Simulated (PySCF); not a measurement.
SiFCl2Br, SMILES F[Si](Cl)(Cl)Br. Coordinates come from a PBE-D3(BJ)/def2-SVP optimisation.

Calculation: PySCF with PBE-D3(BJ)/def2-SVP.

Harmonic wavenumbers (cm⁻¹): 129, 139, 204, 225, 252, 388, 573, 626, 906. Rotational constants (GHz): 1.757, 1.095, 0.8808; symmetry number 1.

### Question
Work out the zero-point energy and the ideal-gas rigid-rotor harmonic-oscillator thermochemistry at 298.15 K and 1 atm.

### Answer
ZPE = ½ Σ hcν = ½ × 3442 cm⁻¹ = 20.59 kJ/mol. H − E(el) = 39.96 kJ/mol. Entropy in J/(mol K): translation 174.69, rotation 123.97, vibration 56.77, total 355.43. G − E(el) = -66.02 kJ/mol. Cp = 88.86 J/(mol K). Modes under 150 cm⁻¹ make the vibrational entropy uncertain.
